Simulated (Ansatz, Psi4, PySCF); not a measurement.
FK, singlet, at a GFN2-xTB geometry (such geometries of metal compounds can be far from the true shape). Base run: PySCF with PBE0/STO-3G.

Input for PySCF:
```python
from pyscf import gto, scf, dft

mol = gto.Mole()
mol.atom = '''
    K    -0.000000   -0.000000   -0.649928
    F     0.000000    0.000000    1.372071
'''
mol.basis = 'sto-3g'
mol.charge = 0
mol.spin = 0
mol.verbose = 4
mol.build()

mf = dft.RKS(mol)
mf.xc = 'pbe0'
mf.kernel()
```

The same geometry, method and basis name were run in Ansatz (an electronic-structure program) and Psi4 and PySCF, at each program's defaults and at the settings that a row names. The base is PySCF at its defaults. Differences at the defaults can come from grids, fitting, cores and function types together.

| code and settings | ΔE vs base (mEh) | basis functions | E (Eh) | SCF cycles | dipole (D) |
|---|---|---|---|---|---|
| PySCF, defaults (exact integrals, its default grid, spherical functions) | 0.000 | 18 | -691.85876 | 12 | 3.84 |
| Psi4, defaults (density fitting with its default set, its default grid, spherical functions) | … | 18 | … | 10 | 3.84 |
| Ansatz, defaults (factorised integrals, its default grid, spherical functions) | 0.088 | 18 | -691.85867 | - | - |
| PySCF, density fitting with def2-universal-jkfit | … | 18 | … | 12 | 3.84 |
| PySCF, fine grid | 0.089 | 18 | -691.85867 | 12 | 3.84 |
| Psi4, exact integrals, spherical functions, fine grid | 0.092 | 18 | -691.85867 | 11 | 3.84 |
| Ansatz, high accuracy | 0.090 | 18 | -691.85867 | - | - |

Task: Complete the blanks.

Result: 
- Psi4, defaults (density fitting with its default set, its default grid, spherical functions), ΔE vs base (mEh): -0.901
- Psi4, defaults (density fitting with its default set, its default grid, spherical functions), E (Eh): -691.85966
- PySCF, density fitting with def2-universal-jkfit, ΔE vs base (mEh): -0.989
- PySCF, density fitting with def2-universal-jkfit, E (Eh): -691.85975
